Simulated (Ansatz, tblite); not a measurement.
Cost and result up the ladder for GeHMe2(OiPr) (C5H14GeO) (21 atoms). Charge 0, multiplicity 1. Geometry: PBE0-D4/def2-SVP.

```tsv
atom	x (Å)	y (Å)	z (Å)
Ge1	-1.048	-0.933	-0.059
H2	-0.638	-1.660	-1.365
C3	-1.497	-2.169	1.368
H4	-2.399	-2.747	1.118
H5	-1.685	-1.608	2.295
H6	-0.666	-2.866	1.546
C7	-2.490	0.337	-0.376
H8	-3.415	-0.191	-0.652
H9	-2.233	1.038	-1.182
H10	-2.677	0.914	0.542
O11	0.396	-0.056	0.535
C12	1.449	0.353	-0.307
C13	2.620	0.725	0.583
C14	1.029	1.503	-1.212
H15	1.762	-0.495	-0.954
H16	2.344	1.570	1.234
H17	3.501	1.012	-0.011
H18	2.890	-0.124	1.227
H19	0.214	1.201	-1.889
H20	0.674	2.350	-0.605
H21	1.868	1.847	-1.836
```

Ansatz on 2 threads of AMD EPYC 7R13 on a shared host and a share (18 GiB) of an NVIDIA H100 80GB HBM3; xTB runs through tblite on one thread. Times are rough, summed over both states, and most runs start from the orbitals of an earlier one. PBE0-D4/def2-TZVP serves as the yardstick here, not as an exact answer. The other state is a triplet.

The xTB rows come from tblite.

xTB has no spin-polarisation term.

```tsv
level	functions	wall time	vertical triplet (eV)	difference from PBE0-D4/def2-TZVP (eV)
GFN2-xTB	47	0.025 s	8.53	1.80
GFN1-xTB	61	0.04 s	7.15	0.42
r2SCAN-D4/def2-TZVP	318	29 s	6.54	-0.19
PBE-D4/def2-TZVP (with forces)	318	30 s	6.23	-0.50
PBE0-D4/def2-TZVP	318	35 s	6.73	0.00
```
